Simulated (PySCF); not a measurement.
C5H6ClF2O (doublet state).
Structure used (GFN2-xTB), in Å, numbered top down from 1:
```
atom  x, y, z in Å
F1    -1.7048    0.5507   -1.3760
C2    -1.4637    0.4022   -0.0239
O3    -0.7709    1.4875    0.4386
C4     0.5839    1.5433    0.1658
C5     1.4140    0.3140    0.1731
C6     0.6631   -0.8611   -0.4647
C7    -0.7164   -0.9311    0.1634
F8    -0.6196   -1.1648    1.5086
Cl9   -1.6890   -2.2542   -0.5318
H10   -2.4420    0.3891    0.4746
H11    0.9899    2.4991    0.4405
H12    1.6764    0.0361    1.2070
H13    2.3470    0.5012   -0.3598
H14    0.5368   -0.7033   -1.5366
H15    1.1907   -1.8008   -0.3007
```

The hyperfine couplings belong to this conformer and change with its torsions.

Identity: `F[C@@H]1O[CH]CC[C@]1(F)Cl` [radical].

Computed, not measured: PySCF 2.14.0, UKS B3LYP, pcH-1 on C Cl F H O, non-relativistic, mean-field spin-orbit, GIAO. The structure is a single GFN2-xTB conformer in the gas phase; no vibrational or solvent corrections. Couplings are sensitive to structure, and on GFN2-xTB geometries they can be far from those on DFT ones. No stability test was run, so a lower SCF solution isn't excluded.

(1) Predict the first-order ENDOR lines of C4, C5, C6, C2, F1, F8, H12, H11, H13 and H15 under fast tumbling at B = 3338.0 mT (W band).

(2) Which pairs are centred on the nuclear Larmor frequency, and which on half the coupling?

(3) At what field would the lower line of H12 fall to zero frequency?

Answers

(1) For S = 1/2 in fast tumbling each set of equivalent nuclei gives two lines, ν± = |νn ± a/2| to first order, with νn = g_N μN B/h and μN/h = 7.62259 MHz/T.

| nuclei | isotope | g_N | νn (MHz) | a_iso (MHz) | lower line (MHz) | upper line (MHz) |
| --- | --- | --- | --- | --- | --- | --- |
| C4 | 13C | 1.4048 | 35.74 | 154.29 | 41.40 | 112.89 |
| C5 | 13C | 1.4048 | 35.74 | -18.26 | 26.62 | 44.87 |
| C6 | 13C | 1.4048 | 35.74 | 13.63 | 28.93 | 42.56 |
| C2 | 13C | 1.4048 | 35.74 | 12.29 | 29.60 | 41.89 |
| F1 | 19F | 5.2577 | 133.78 | 19.15 | 124.20 | 143.35 |
| F8 | 19F | 5.2577 | 133.78 | 5.53 | 131.01 | 136.54 |
| H12 | 1H | 5.5857 | 142.12 | 138.67 | 72.79 | 211.46 |
| H11 | 1H | 5.5857 | 142.12 | -50.55 | 116.85 | 167.40 |
| H13 | 1H | 5.5857 | 142.12 | 28.45 | 127.90 | 156.35 |
| H15 | 1H | 5.5857 | 142.12 | -2.57 | 140.84 | 143.41 |

The rows for 13C, of low natural abundance, apply to labelled samples.

(2) Centred on νn, since |a| < 2νn: C5, C6, C2, F1, F8, H12, H11, H13 and H15. Centred on |a|/2 and split by 2νn: C4.

(3) Where νn = |a|/2, that is B = 69.33 MHz/(5.5857 × 7.62259 MHz/T) = 1630 mT, as far as first order holds there.

Couplings of abundant isotopes left out: H14 (-1.1 MHz) and H10 (-1.1 MHz).

The Mulliken spin populations are largest on C4 (+0.93), O3 (+0.08), H12 (+0.07) and C5 (-0.07). No atom but C4 exceeds +0.15. The angles at C4 add up to 353.4°, so it is slightly pyramidal.

The run took 2.2 min wall (with the writing of density and orbital grids) on one thread of an Arm Neoverse V1, on a shared host, and the process peaked at 1.1 GiB of memory.
